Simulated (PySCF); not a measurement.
Excitations are Tamm–Dancoff values on a coarser integration grid. The basis has no diffuse functions, so Rydberg states are missing or too high.

## H₄O₄Sn, SMILES `[OH][Sn]([OH])([OH])[OH]` (charge 0, multiplicity 1)

All values below come from r2SCAN-D4/def2-TZVP (PySCF).

- HOMO = -7.79 eV
- dipole moment = 0.00 D
- LUMO = -2.40 eV
- HOMO–LUMO gap = 5.40 eV
- S1 excitation (TDA) = 5.50 eV
- S1 oscillator strength = 0.019
- brightest of the four lowest singlets (TDA) = 5.85 eV
- T1 excitation (TDA) = 5.00 eV
- S1–T1 gap (TDA) = 0.50 eV
- total energy = -517.7590 Ha
- cost = around 5 core-minutes (rough)

```xyz
9

O     -0.4915     1.7785    -0.6342
Sn     0.0000    -0.0003     0.0001
O      1.9060    -0.3919     0.1484
O     -0.6998    -1.2502    -1.3249
O     -0.7150    -0.1367     1.8107
H     -0.6987     2.3663     0.1031
H      2.2246    -0.8703    -0.6271
H     -1.3965    -0.8426    -1.8545
H     -0.1291    -0.6528     2.3783
```
